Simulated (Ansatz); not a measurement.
Steps of a relaxation of `BC[S][GeH2][F]` with RKS PBE0-D4/def2-TZVP.

```sh
$ ansatz run in.yaml --threads 4 --pin off --events-out ev --progress --plain --max-ram 10444MiB
```

```yaml
crystal:
  periodic: [false, false, false]
  atoms:
    - {symbol: B, position_ang: [-0.706656, 1.760204, 1.425249]}
    - {symbol: C, position_ang: [-0.478475, 0.600775, 0.408396]}
    - {symbol: S, position_ang: [1.000636, -0.448295, 0.731519]}
    - {symbol: Ge, position_ang: [0.906876, -1.738194, -1.069262]}
    - {symbol: F, position_ang: [1.197642, -0.742392, -2.502204]}
    - {symbol: H, position_ang: [0.138086, 2.103025, 2.230514]}
    - {symbol: H, position_ang: [-1.759188, 2.370168, 1.362387]}
    - {symbol: H, position_ang: [-0.351217, 1.144462, -0.562958]}
    - {symbol: H, position_ang: [-1.396219, -0.012792, 0.272068]}
    - {symbol: H, position_ang: [-0.523032, -2.301920, -1.283545]}
    - {symbol: H, position_ang: [2.036846, -2.792039, -0.991464]}
basis:
  gaussian: {orbitals: def2-TZVP}
hamiltonian: {xc: pbe0, dispersion: d4}
relax: {f_tol: 0.005, max_steps: 150}
```

Positions (Å) and forces (eV/Å) along the path, 11 of 18 steps:

```xyz
11
step=1 energy=-71868.9112 eV
B    -0.707    1.760    1.425   -0.017    0.175    0.183
C    -0.478    0.601    0.408   -0.157   -0.033   -0.332
S     1.001   -0.448    0.732   -0.419    0.056   -0.455
Ge    0.907   -1.738   -1.069    0.050    0.276   -0.081
F     1.198   -0.742   -2.502   -0.097   -0.351    0.511
H     0.138    2.103    2.231   -0.337   -0.154   -0.334
H    -1.759    2.370    1.362    0.417   -0.245    0.015
H    -0.351    1.144   -0.563   -0.007   -0.279    0.444
H    -1.396   -0.013    0.272    0.495    0.263    0.106
H    -0.523   -2.302   -1.284    0.263    0.105    0.006
H     2.037   -2.792   -0.991   -0.191    0.187   -0.065
11
step=2 energy=-71868.9540 eV
B    -0.702    1.752    1.418   -0.011    0.084    0.040
C    -0.481    0.602    0.398    0.029   -0.084   -0.137
S     0.988   -0.439    0.719   -0.151    0.066   -0.050
Ge    0.901   -1.733   -1.048    0.040    0.186   -0.162
F     1.191   -0.731   -2.461   -0.042   -0.151    0.179
H     0.136    2.085    2.210   -0.098   -0.059   -0.089
H    -1.740    2.357    1.358    0.116   -0.071    0.017
H    -0.353    1.133   -0.566   -0.015   -0.095    0.152
H    -1.384   -0.014    0.275    0.135    0.100    0.032
H    -0.512   -2.292   -1.281    0.018   -0.001    0.006
H     2.022   -2.777   -1.001   -0.022    0.025    0.012
11
step=4 energy=-71868.9586 eV
B    -0.701    1.748    1.415    0.004    0.010   -0.012
C    -0.480    0.603    0.392    0.051   -0.027    0.007
S     0.980   -0.435    0.716   -0.007    0.027    0.028
Ge    0.899   -1.724   -1.048   -0.002    0.014   -0.031
F     1.184   -0.736   -2.461   -0.001   -0.012    0.007
H     0.133    2.067    2.207    0.014   -0.002    0.023
H    -1.730    2.354    1.358   -0.017    0.008    0.003
H    -0.352    1.127   -0.568   -0.006    0.012   -0.021
H    -1.379   -0.008    0.275   -0.035   -0.012   -0.002
H    -0.512   -2.288   -1.275   -0.005   -0.013   -0.004
H     2.022   -2.764   -0.991    0.004   -0.005    0.002
11
step=5 energy=-71868.9588 eV
B    -0.700    1.749    1.415   -0.003    0.004    0.003
C    -0.480    0.603    0.393    0.028   -0.014   -0.007
S     0.980   -0.434    0.716   -0.010    0.012    0.004
Ge    0.899   -1.724   -1.049    0.001    0.007   -0.011
F     1.186   -0.738   -2.463   -0.002   -0.006    0.006
H     0.133    2.067    2.209    0.002   -0.004    0.006
H    -1.730    2.355    1.359    0.000    0.004    0.000
H    -0.353    1.127   -0.569   -0.007    0.001   -0.005
H    -1.380   -0.008    0.276   -0.011    0.002    0.002
H    -0.511   -2.290   -1.277    0.001   -0.005   -0.001
H     2.022   -2.764   -0.990    0.001    0.000    0.002
11
step=6 energy=-71868.9588 eV
B    -0.700    1.750    1.416   -0.002   -0.001    0.006
C    -0.480    0.604    0.392    0.005    0.001   -0.010
S     0.979   -0.433    0.715   -0.004    0.000   -0.007
Ge    0.899   -1.724   -1.051    0.000   -0.005    0.009
F     1.187   -0.741   -2.465    0.000    0.004   -0.005
H     0.133    2.064    2.212   -0.003   -0.005    0.000
H    -1.729    2.358    1.360    0.005    0.002   -0.001
H    -0.356    1.128   -0.570   -0.005   -0.005    0.002
H    -1.382   -0.006    0.278    0.001    0.006    0.003
H    -0.509   -2.293   -1.279    0.003    0.000    0.000
H     2.023   -2.763   -0.988    0.000    0.003    0.002
11
step=7 energy=-71868.9589 eV
B    -0.698    1.752    1.414   -0.004   -0.032    0.002
C    -0.482    0.602    0.394    0.027    0.012   -0.015
S     0.981   -0.431    0.714   -0.004   -0.002   -0.004
Ge    0.901   -1.723   -1.052    0.000   -0.007    0.009
F     1.184   -0.738   -2.466    0.000    0.003   -0.006
H     0.124    2.051    2.226    0.025    0.006    0.018
H    -1.714    2.375    1.341   -0.032    0.019   -0.004
H    -0.366    1.120   -0.571   -0.002   -0.010   -0.007
H    -1.383   -0.011    0.290   -0.014    0.009    0.005
H    -0.507   -2.295   -1.278    0.003    0.000    0.000
H     2.027   -2.759   -0.991    0.001    0.002    0.001
11
step=8 energy=-71868.9591 eV
B    -0.697    1.752    1.416   -0.001   -0.016    0.005
C    -0.482    0.605    0.392   -0.002    0.021   -0.015
S     0.979   -0.430    0.712    0.003   -0.006   -0.007
Ge    0.901   -1.724   -1.053   -0.005   -0.011    0.019
F     1.183   -0.742   -2.469    0.001    0.007   -0.010
H     0.125    2.047    2.230    0.005    0.000    0.003
H    -1.715    2.377    1.345   -0.008    0.005   -0.002
H    -0.368    1.123   -0.573    0.002   -0.013    0.002
H    -1.386   -0.005    0.289    0.001    0.007    0.004
H    -0.505   -2.301   -1.279    0.004    0.002    0.000
H     2.030   -2.758   -0.988    0.000    0.004   -0.001
11
step=13 energy=-71868.9594 eV
B    -0.697    1.752    1.417   -0.005   -0.011    0.020
C    -0.474    0.619    0.380    0.011   -0.001    0.001
S     0.985   -0.420    0.703   -0.001    0.004    0.000
Ge    0.901   -1.727   -1.050    0.004    0.006   -0.011
F     1.152   -0.749   -2.476   -0.002   -0.008    0.011
H     0.095    2.001    2.276   -0.003    0.003   -0.011
H    -1.697    2.402    1.323    0.003    0.005   -0.006
H    -0.365    1.124   -0.592   -0.002    0.003   -0.003
H    -1.380    0.009    0.289   -0.003    0.000    0.000
H    -0.500   -2.324   -1.257    0.000    0.001    0.000
H     2.044   -2.745   -0.992   -0.001   -0.002   -0.001
11
step=14 energy=-71868.9594 eV
B    -0.697    1.751    1.418    0.002    0.000    0.007
C    -0.474    0.618    0.381    0.005   -0.003    0.001
S     0.985   -0.420    0.703    0.001    0.003    0.001
Ge    0.901   -1.727   -1.050   -0.001    0.004   -0.011
F     1.154   -0.749   -2.476   -0.001   -0.006    0.008
H     0.097    2.005    2.273   -0.004    0.000   -0.004
H    -1.698    2.401    1.324    0.000    0.001   -0.002
H    -0.365    1.125   -0.590   -0.002    0.002   -0.001
H    -1.380    0.008    0.288   -0.002    0.000   -0.001
H    -0.500   -2.322   -1.259   -0.001    0.000    0.001
H     2.043   -2.746   -0.993    0.000    0.000    0.001
11
step=15 energy=-71868.9594 eV
B    -0.698    1.750    1.419    0.000   -0.001    0.001
C    -0.473    0.619    0.380    0.008    0.001   -0.003
S     0.988   -0.416    0.700    0.001   -0.001   -0.002
Ge    0.901   -1.727   -1.051    0.001    0.007   -0.002
F     1.157   -0.754   -2.480   -0.001   -0.004    0.005
H     0.095    2.003    2.276   -0.002    0.000   -0.002
H    -1.699    2.400    1.325    0.000    0.001    0.000
H    -0.367    1.127   -0.590   -0.002    0.001    0.004
H    -1.378    0.008    0.288   -0.004   -0.002   -0.001
H    -0.501   -2.319   -1.257    0.000    0.000    0.000
H     2.041   -2.749   -0.991    0.000   -0.001    0.000
11
step=18 energy=-71868.9594 eV
B    -0.701    1.748    1.423    0.001   -0.003   -0.001
C    -0.468    0.625    0.376    0.001   -0.001    0.002
S     0.999   -0.404    0.690   -0.002    0.001   -0.001
Ge    0.902   -1.727   -1.051   -0.003    0.004    0.001
F     1.155   -0.767   -2.489    0.001   -0.001    0.000
H     0.082    1.991    2.291    0.000    0.000    0.000
H    -1.700    2.399    1.324    0.000    0.000    0.000
H    -0.367    1.136   -0.593    0.000    0.000   -0.001
H    -1.370    0.009    0.284    0.000    0.000    0.000
H    -0.504   -2.315   -1.245    0.001   -0.001   -0.001
H     2.038   -2.752   -0.988    0.000    0.001    0.000
```

Hardware: 4 threads of an Arm Neoverse V2 on a shared host. Wall time 78 s, peak host memory 0.69 GiB.
